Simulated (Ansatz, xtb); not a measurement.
## MoN3H4F (SMILES [NH]=[Mo](=[NH])([NH2])[F]): the HOMO–LUMO gap, rung by rung

MoN3H4F has 9 atoms, charge 0, and is taken as a singlet. SMILES: `[NH]=[Mo](=[NH])([NH2])[F]`. Geometry: relaxed at PBE0-D4/def2-TZVP. This is one conformer, not always the lowest.

Each level gives the HOMO–LUMO gap (eV). The values are calculated.

| level | kind | program | value (eV) | CPU time |
| --- | --- | --- | --- | --- |
| GFN2-xTB | semi-empirical | xtb | 3.21 | under 2 s |
| GFN0-xTB | semi-empirical | xtb | 4.89 | under 2 s |
| GFN1-xTB | semi-empirical | xtb | 3.95 | under 2 s |
| HF/def2-SVP (core potential) | Hartree–Fock | Ansatz | 13.01 | 7.3 s |
| SVWN5/def2-SVP (core potential) | LDA | Ansatz | 4.45 | 9.7 s |
| BLYP/def2-SVP (core potential) | GGA | Ansatz | 4.37 | 14 s |
| PBE0/def2-SVP (core potential) | global hybrid | Ansatz | 6.49 | 17 s |

The values span 3.21 to 13.01 eV. Orbital gaps aren't excitation energies; they tend to grow with the share of exact exchange. CPU times are rough (shared hosts, several kinds of processor): they show what a rung costs within a factor of a few.
